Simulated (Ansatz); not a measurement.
Cost and result up the ladder for SiH(NHMe)3 (C3H13N3Si) (20 atoms). Charge 0, multiplicity 1. Geometry: r2SCAN-D4/def2-SVP.

```tsv
atom	x (Å)	y (Å)	z (Å)
Si1	0.151	0.330	0.060
H2	-0.489	1.339	0.967
N3	0.773	0.772	-1.490
C4	0.013	1.036	-2.692
H5	1.708	1.171	-1.495
H6	0.476	0.577	-3.586
H7	-0.993	0.602	-2.583
H8	-0.117	2.116	-2.905
N9	-1.153	-0.759	-0.289
C10	-2.303	-1.015	0.553
H11	-0.994	-1.476	-0.992
H12	-2.216	-1.936	1.163
H13	-2.438	-0.176	1.255
H14	-3.237	-1.095	-0.034
N15	1.576	-0.144	0.928
C16	1.724	-0.160	2.367
H17	2.241	-0.742	0.443
H18	2.728	0.180	2.683
H19	0.998	0.534	2.820
H20	1.552	-1.154	2.827
```

Ansatz on 4 threads of Intel Xeon on a shared host. Times are rough, and most runs start from the orbitals of an earlier one. ωB97M-V/def2-TZVP serves as the yardstick here, not as an exact answer. Differences are given only for rows in sets of like size (and for xTB, whose basis is part of the method), since another set adds its own error. Binding counts from free atoms at the same level (Si triplet, H doublet, N quartet, C triplet; other spins of the atoms weren't run), without zero-point energy or a counterpoise term.

B3LYP takes the VWN-RPA correlation. HSE06 is defined as in plane-wave codes, on full-range PBE exchange. Correlated methods freeze 11 core orbitals.

Correlated methods converge slowly with the basis.

| level | functions | wall time | binding energy per atom (eV) | difference from ωB97M-V/def2-TZVP (eV) |
| --- | --- | --- | --- | --- |
| HF/STO-3G | 52 | 0.5 s | 3.23 | – |
| HF/6-31G | 93 | 1.2 s | 2.48 | – |
| B3LYP-D4/6-31G | 93 | 2 s | 3.67 | – |
| PBE-D4/def2-SVP | 167 | 2.3 s | 3.91 | – |
| PBE0-D4/def2-SVP | 167 | 3.1 s | 3.85 | – |
| revPBE-D4/def2-TZVP | 301 | 4.3 s | 3.81 | -0.03 |
| PBE-D4/def2-TZVP | 301 | 4.5 s | 3.90 | 0.05 |
| PBE0-D4/def2-TZVP | 301 | 6 s | 3.84 | -0.01 |
| revPBE-D4/def2-TZVPD | 382 | 6.5 s | 3.82 | -0.03 |
| PBE-D4/def2-TZVPD | 382 | 7 s | 3.91 | 0.06 |
| HSE06-D4/def2-TZVP | 301 | 7.5 s | 3.84 | -0.01 |
| MP2/def2-TZVP | 301 | 8 s | 3.71 | -0.14 |
| PBE0-D4/def2-TZVPD | 382 | 9.5 s | 3.84 | -0.01 |
| ωB97M-V/def2-TZVP | 301 | 14 s | 3.85 | 0.00 |
